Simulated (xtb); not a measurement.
Input for xtb: GFN1-xTB on AlH3OSe (SMILES [OH][AlH][SeH]), a point of a torsion scan.

```
$ xtb mol.xyz --gfn 1 --sp --chrg 0 --uhf 0
6

O     -1.50375590    -0.31061933    -0.12257709
Al    -0.23733324     0.29413571     0.71680834
Se    -0.51148862     1.38196662     2.73734107
H     -2.22451140    -0.65689846    -0.63110401
H      1.15576756     0.12718567     0.13943452
H      0.90379234     1.61592110     2.87660509
```

The head of its log:

```
[...]
           -------------------------------------------------
          |                Calculation Setup                |
           -------------------------------------------------



           -------------------------------------------------
          |                 G F N 1 - x T B                 |
           -------------------------------------------------

        Reference                      10.1021/acs.jctc.7b00118
      * Hamiltonian:
        H0-scaling (s, p, d)           1.850000    2.250000    2.000000
        zeta-weighting                 0.000000
      * Dispersion:
        s8                             2.400000
        a1                             0.630000
        a2                             5.000000
        s9                             0.000000
      * Repulsion:
        kExp                           1.500000
        rExp                           1.000000
      * Coulomb:
        alpha                          2.000000
        third order                    atomic
        anisotropic                    false
      * Halogen bond correction:
        rad-scale                      1.300000
        damping                        0.440000


          ...................................................
          :                      SETUP                      :
          :.................................................:
          :  # basis functions                  30          :
          :  # atomic orbitals                  28          :
          :  # shells                           14          :
          :  # electrons                        18          :
          :  # halogen bonds                     0          :
          :  max. iterations                   250          :
          :  Hamiltonian                  GFN1-xTB          :
          :  restarted?                      false          :
          :  GBSA solvation                  false          :
          :  PC potential                    false          :
          :  electronic temp.          300.0000000     K    :
          :  accuracy                    1.0000000          :
          :  -> integral cutoff          0.2500000E+02      :
          :  -> integral neglect         0.1000000E-07      :
          :  -> SCF convergence          0.1000000E-05 Eh   :
          :  -> wf. convergence          0.2000000E-04 e    :
          :  Broyden damping             0.4000000          :
          :  net charge                          0          :
          :  unpaired electrons                  0          :
          ...................................................

 iter      E             dE          RMSdq      gap      omega  full diag
   1    -11.0500008 -0.110500E+02  0.529E+00    4.25       0.0  T
   2    -11.0971995 -0.471987E-01  0.349E+00    5.71       1.0  T
```

Problem. Give the final energy of this run.

Solution. -11.0564 hartree.
